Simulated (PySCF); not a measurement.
# How methods differ on the excitation energy of C⁺

C⁺ [He] 2s2 2p1 (2P) → C⁺ [He] 2s1 2p1 3s1 (4P), as a difference of total energies. Computed with PySCF 2.14 in dyall-acv3z, with the spin-free X2C one-electron Hamiltonian (Gaussian nucleus). Correlated levels: valence: 1s2 frozen; virtual orbitals above 40 to 60 times the deepest correlated orbital energy dropped. The calculations carry no spin-orbit coupling.

| method | excitation energy (eV) |
| --- | --- |
| UHF | 18.861 |
| MP2 (valence) | 20.098 |
| SCS-MP2 (valence) | 20.437 |
| CCSD (valence) | 20.601 |
| CCSD(T) (valence) | 20.631 |

**Question.** How much does correlation contribute at CCSD(T) (valence)?

**Answer.** 20.631 − (18.861) = 1.770 eV, measured against UHF.

The promoted electron is Rydberg-like, and one or two diffuse shells describe it only roughly, which tends to raise the upper state.
